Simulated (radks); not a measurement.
Q: Excited configurations of Co IV: one electron is placed in a higher orbital outside [Ar] 3d5. The ground configuration is [Ar] 3d6. Calculated with a radial shooting solver on a logarithmic mesh with Libxc functionals: non-relativistic Kohn-Sham, PBE, spin-polarised, spherical densities, point nucleus; open shells are filled with parallel spins first. Excitation = E - E(ground); binding = E(ion) - E, where the ion is the core of charge +4; n* = 4/sqrt(2 binding) in atomic units, and the quantum defect is n - n*.

outer orbital  excitation (eV)  binding (eV)     n*  quantum defect  eigenvalue (eV)  <r> (bohr)
5s                      32.304        19.999  3.299           1.701          -17.933       4.221
6s                      40.347        11.956  4.267           1.733          -10.773       7.024
6p                      41.671        10.632  4.525           1.475           -9.568       7.679
6d                      43.801         8.501  5.060           0.940           -7.604       9.180
7d                      46.275         6.027  6.010           0.990           -5.437       13.26
7f                      47.379         4.924  6.649           0.351           -4.422       15.62

Estimate the row for 5f.

A: excitation (eV) 42.854; binding (eV) 9.449; n* 4.800; quantum defect 0.200; eigenvalue (eV) -8.227; <r> (bohr) 7.316. The Delta-SCF ionisation energy is 52.303 eV (NIST Atomic Spectra Database: 51.3 eV, semi-empirical). Self-interaction in the functional shifts the binding energies and quantum defects, so they are the method's values and not measured ones. Open shells are spherical and high-spin; term and fine-structure splittings are not resolved.
